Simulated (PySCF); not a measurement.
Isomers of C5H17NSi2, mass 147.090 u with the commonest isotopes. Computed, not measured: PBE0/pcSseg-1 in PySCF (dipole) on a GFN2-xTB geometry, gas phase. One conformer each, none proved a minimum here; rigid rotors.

**Question.** Order these by dipole moment, smallest first.
A. `[CH3:1][Si@H:2]([NH:3][SiH3:4])[C:5]([CH3:6])([CH3:7])[CH3:8]` with C1–Si2–N3–Si4 179°
B. `[CH3:1][NH:2][C@@:3]([CH3:4])([CH2:5][SiH3:6])[SiH2:7][CH3:8]` with C1–N2–C3–C4 -48°, N2–C3–C5–Si6 -173°, N2–C3–Si7–C8 58°
C. `[CH3:1][CH2:2][N:3]([CH3:4])[CH2:5][CH:6]([SiH3:7])[SiH3:8]` with C1–C2–N3–C4 69°, C2–N3–C5–C6 148°, N3–C5–C6–Si7 -159°

**Answer.** A (0.98 D), B (1.26 D), C (2.40 D).

**Question.** Order these by rotational constant A, smallest first.
A. `[CH3:1][Si@H:2]([NH:3][SiH3:4])[C:5]([CH3:6])([CH3:7])[CH3:8]` with C1–Si2–N3–Si4 179°
B. `[CH3:1][CH2:2][N:3]([CH3:4])[CH2:5][CH:6]([SiH3:7])[SiH3:8]` with C1–C2–N3–C4 69°, C2–N3–C5–C6 148°, N3–C5–C6–Si7 -159°
C. `[CH3:1][CH2:2][CH2:3][SiH2:4][CH2:5][N:6]([CH3:7])[SiH3:8]` with C1–C2–C3–Si4 -61°, C2–C3–Si4–C5 -161°, C3–Si4–C5–N6 159°, Si4–C5–N6–C7 67°
D. `[CH3:1][NH:2][C@@:3]([CH3:4])([CH2:5][SiH3:6])[SiH2:7][CH3:8]` with C1–N2–C3–C4 -48°, N2–C3–C5–Si6 -173°, N2–C3–Si7–C8 58°

**Answer.** D (1570 MHz), A (1750 MHz), B (2326 MHz), C (3540 MHz).

**Question.** Order these by rotational constant C, smallest first.
A. `[CH3:1][CH2:2][N:3]([CH3:4])[CH2:5][CH:6]([SiH3:7])[SiH3:8]` with C1–C2–N3–C4 69°, C2–N3–C5–C6 148°, N3–C5–C6–Si7 -159°
B. `[CH3:1][NH:2][C@@:3]([CH3:4])([CH2:5][SiH3:6])[SiH2:7][CH3:8]` with C1–N2–C3–C4 -48°, N2–C3–C5–Si6 -173°, N2–C3–Si7–C8 58°
C. `[CH3:1][CH2:2][CH2:3][SiH2:4][CH2:5][N:6]([CH3:7])[SiH3:8]` with C1–C2–C3–Si4 -61°, C2–C3–Si4–C5 -161°, C3–Si4–C5–N6 159°, Si4–C5–N6–C7 67°
D. `[CH3:1][Si@H:2]([NH:3][SiH3:4])[C:5]([CH3:6])([CH3:7])[CH3:8]` with C1–Si2–N3–Si4 179°

**Answer.** C (452.5 MHz), A (681.1 MHz), B (734.2 MHz), D (761.2 MHz).

| SMILES | point group | Ia (u·Å²) | Ib (u·Å²) | Ic (u·Å²) | κ | μa (D) | μb (D) | μc (D) |
| --- | --- | --- | --- | --- | --- | --- | --- | --- |
| CCN(C)CC([SiH3])[SiH3] | C1 | 217.24 | 678.89 | 742.02 | -0.92 | 1.71 | 1.63 | 0.40 |
| C[Si@H](N[SiH3])C(C)(C)C | C1 | 288.86 | 512.29 | 663.93 | -0.54 | 0.26 | 0.60 | 0.73 |
| CN[C@@](C)(C[SiH3])[SiH2]C | C1 | 321.87 | 506.97 | 688.31 | -0.37 | 0.14 | 1.24 | 0.14 |
| CC(C)N[Si@@H](C)C[SiH3] | C1 | 325.26 | 567.12 | 729.25 | -0.54 | 0.90 | 0.41 | 0.01 |
| CCC[SiH2]CN(C)[SiH3] | C1 | 142.76 | 1040.80 | 1116.96 | -0.98 | 0.67 | 0.05 | 0.64 |
